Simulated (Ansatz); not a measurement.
```xyz
13

N     1.560   -1.662    1.243
B     1.085   -0.853    0.208
O     0.395    0.284    0.527
C    -0.182    1.085   -0.471
C    -1.675    0.920   -0.505
F    -2.010   -0.342   -0.960
H     2.079   -2.503    1.074
H     1.392   -1.459    2.213
H     1.300   -1.142   -0.937
H     0.234    0.844   -1.456
H     0.043    2.135   -0.251
H    -2.121    1.655   -1.183
H    -2.099    1.038    0.496
```

Charge 0, multiplicity 1.

Question: List the PBE/def2-TZVPP orbital energies in eV (Ansatz 0.2.0). (Best estimate.)

Answer: Ansatz gave: Occupied: -659.53, -510.38, -380.09, -270.79, -270.35, -176.93, -29.70, -25.71, -21.30, -18.72, -15.57, -13.43, -12.60, -12.37, -11.96, -11.40, -11.02, -10.49, -8.90, -8.50, -7.91, -7.58, -7.24, -6.14. Lowest empty: 0.34, 0.46, 0.84, 1.39, 1.50, 1.86, 2.25, 2.40.
